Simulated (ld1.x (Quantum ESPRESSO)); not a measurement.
**Varying the ultrasoft potential for tantalum (Ta)**

Base potential:

- Element: Ta
- Generator: ld1.x (Quantum ESPRESSO) 7.5
- Type: ultrasoft
- Functional: PBEsol
- Relativity: non-relativistic
- Frozen core: [Kr] 4d10
- Valence charge: 27
- Reference configuration: 4f14 5s2 5p6 5d2 6s0 6p0 (charge +3)
- Partial waves: 5s (bound): rcut 1.60, rcutus 2.20 bohr; 6s (bound, empty): rcut 1.60, rcutus 2.20 bohr; 5p (bound): rcut 2.05, rcutus 2.40 bohr; 6p (bound, empty): rcut 2.05, rcutus 2.40 bohr; 5d (bound): rcut 2.70, rcutus 2.95 bohr; 5d channel at -1.7 Ry: rcut 2.70, rcutus 2.95 bohr; 4f (bound): rcut 0.45, rcutus 0.65 bohr; 4f channel at -3.4 Ry: rcut 0.45, rcutus 0.65 bohr
- Local potential: all-electron potential smoothed inside 0.60 bohr (lloc = -1)
- Core correction: a·sin(br)/r model core inside 0.50 bohr
- Augmentation charge: built from norm-conserving waves at rcut, not smoothed further

All-electron outer shells of the reference configuration (PBEsol, non-relativistic, ld1.x):

| shell | level (eV) | outermost node (bohr) | outermost maximum (bohr) |
| --- | --- | --- | --- |
| 4p | -401.30 | 0.25 | 0.47 |
| 4d | -252.60 | 0.22 | 0.47 |
| 5s | -87.70 | 0.59 | 1.07 |
| 5p | -64.38 | 0.61 | 1.16 |
| 4f | -60.05 | – | 0.43 |
| 5d | -29.98 | 0.65 | 1.49 |
| 6s | -24.79 | 1.42 | 2.64 |
| 6p | -19.37 | 1.58 | 3.03 |

Cutoffs, loose and tight: the cutoffs (Ry, on a coarse ladder) from which the occupation-weighted sum of valence levels, in a spherical-Bessel basis at the reference potential, stays within 10 and 1 mRy of its value at 400 Ry. They do not see the model core or the augmentation charge, which bear on the density cutoff. Test errors are all-electron minus pseudo excitation energies from the reference, over the configurations 4f14 5s2 5p6 5d3 6s2 6p0; 4f14 5s2 5p6 5d3 6s1 6p0; 4f14 5s2 5p6 5d3 6s0 6p0; 4f14 5s2 5p6 5d3.5 6s1.5 6p0; 4f14 5s2 5p6 5d3 6s0 6p2; 4f14 5s1 5p6 5d3 6s2 6p0; 4f13 5s2 5p6 5d4 6s1 6p0. A dash means not determined; rows that change the core or the reference have their own tests.

A true bound ghost makes a file unfit for plane-wave use even where its test errors are small: the radial tests pick states by their node count and pass the ghost by.

Cutoffs are not given where the Bessel-basis levels miss the radial ones by over 6 mRy, ghosts where they miss by over 20 mRy; a channel whose overlap is not positive is not tested.

A file whose overlap is not positive is unfit for use, and its test errors describe a broken file.

| change | outcome | bound ghosts | largest test error (meV) |
| --- | --- | --- | --- |
| base | generated, overlap not positive | not determined (overlap not positive) | test run stopped at test 3 of 7 (negative rho), 2 before it not solved |
| waves 5d (bound): rcut 1.82, rcutus 1.92 bohr; 5d channel at -1.7 Ry: rcut 1.82, rcutus 1.92 bohr | generated, overlap not positive | d (s not tested, overlap not positive) | test run stopped at test 1 of 7 (negative rho) |
| waves 5d (bound): rcut 2.10, rcutus 2.22 bohr; 5d channel at -1.7 Ry: rcut 2.10, rcutus 2.22 bohr | generated, overlap not positive | d (s not tested, overlap not positive) | test run stopped at test 1 of 7 (negative rho) |
| waves 5d (bound): rcut 2.50, rcutus 2.64 bohr; 5d channel at -1.7 Ry: rcut 2.50, rcutus 2.64 bohr | generated, overlap not positive | not determined (overlap not positive) | test run stopped at test 1 of 7 (negative rho) |
| waves 5d (bound): rcut 2.70, rcutus 2.86 bohr; 5d channel at -1.7 Ry: rcut 2.70, rcutus 2.86 bohr | generated, overlap not positive | not determined (overlap not positive) | test run stopped at test 3 of 7 (negative rho), 2 before it not solved |
| waves 5d (bound): rcut 2.70, rcutus 3.22 bohr; 5d channel at -1.7 Ry: rcut 2.70, rcutus 3.22 bohr | generated, overlap not positive | not determined (overlap not positive) | test run stopped at test 3 of 7 (negative rho), 2 before it not solved |
| waves 5d (bound): rcut 2.70, rcutus 3.54 bohr; 5d channel at -1.7 Ry: rcut 2.70, rcutus 3.54 bohr | generated, overlap not positive | not determined (overlap not positive) | test run stopped at test 1 of 7 (negative rho) |
| waves 5d (bound): rcut 2.70, rcutus 3.84 bohr; 5d channel at -1.7 Ry: rcut 2.70, rcutus 3.84 bohr | generated, overlap not positive | not determined (overlap not positive) | test run stopped at test 1 of 7 (negative rho) |
| waves 5d (bound): rcut 2.70, rcutus 4.10 bohr; 5d channel at -1.7 Ry: rcut 2.70, rcutus 4.10 bohr | generated, overlap not positive | not determined (overlap not positive) | test run stopped at test 1 of 7 (negative rho) |
| waves 5d (bound): rcut 2.70, rcutus 4.34 bohr; 5d channel at -1.7 Ry: rcut 2.70, rcutus 4.34 bohr | generated, overlap not positive | not determined (overlap not positive) | test run stopped at test 1 of 7 (negative rho) |

Reading the sweep of the d radius (base included, trends over the rows without a ghost): Bound ghosts are found at 1.92, 2.22 bohr. Every judged row has one, so this setting neither creates nor removes them.
